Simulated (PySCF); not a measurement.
## Structure revision by computed shifts

A compound C6H5Cl gives the data below (simulated from a calculation) and was assigned the structure `CC#CC#CCCl`.

¹³C{¹H} NMR (computed): δ 127.5 (C), 113.3 (C), 101.3 (C), 73.6 (C), 22.9 (CH2), 6.7 (CH3).

¹H NMR (500 MHz, computed): δ 2.38 (s, 3H), 1.70 (s, 2H).

- GIAO PBE0/pcSseg-1 shieldings
- coordinates at the GFN2-xTB level
- program: PySCF 2.14
- averaged over atoms made equivalent by symmetry, fast rotation or ring inversion, no solvent model, one conformer, non-relativistic

References, each an isolated molecule treated in the same way: ¹H (31.72 ppm) and ¹³C (186.93 ppm) against TMS.

Task: Compare with the shifts computed for the proposed structure, pairing carbons in order of shift.

Result: Atoms are numbered as in `[CH3:1][C:2]#[C:3][C:4]#[C:5][CH2:6][Cl:7]` (H(Xn): hydrogen on atom n).

| atom | computed for proposal | given list | difference |
| --- | --- | --- | --- |
| C2 | 86.5 | 127.5 | -41.0 |
| C4 | 83.0 | 113.3 | -30.3 |
| C5 | 74.3 | 101.3 | -27.0 |
| C3 | 71.7 | 73.6 | -1.9 |
| C6 | 39.2 | 22.9 | +16.3 |
| C1 | 5.6 | 6.7 | -1.1 |

The rms difference is 24.5 ppm and the largest -41.0 ppm at C2 (alkyne carbon). The proposal doesn't fit.

Task: Which isomer fits?

Result: `CC#CC1=C(Cl)C1`.

- Carbon types of the structure: 4 × C, 1 × CH2, 1 × CH3, which accounts for all hydrogens.
- δC 127.5, 101.3: fully substituted alkene carbon; as expected for a trigonal carbon in a double bond.
- δC 113.3, 73.6: alkyne carbon.
- δC 22.9: three-membered-ring carbon; carbons of three-membered rings are unusually shielded.
- δC 6.7: propargylic methyl carbon; saturated and bonded to C and H only.

The shifts were computed for this structure.

Carbons that carry Cl, above all several Cl atoms, come out too deshielded, partly because spin–orbit coupling is missing. Shifts are as computed. Against solution values, carbons near 30 ppm lie about +3 ppm off and those near 130 ppm about +5 ppm; carbons on Cl a further +6 ppm (rms about the fit 2.1 ppm; single classes can miss by 10 ppm). Of 1328 compounds with measured shifts, 309 miss one by over three times the rms of a fit or turn the order of signals round; such compounds aren't used in these exercises. Signals without a measured value on file couldn't be tested in this way; 1H shifts scatter by 0.2 ppm about their fit, and single ones miss by 0.5 ppm. No couplings were computed; multiplicities are counted from neighbouring protons, with m where these are inequivalent, close in shift, in a saturated or five-membered ring or joined by F or P, and br s for small geminal =CH2 splittings.
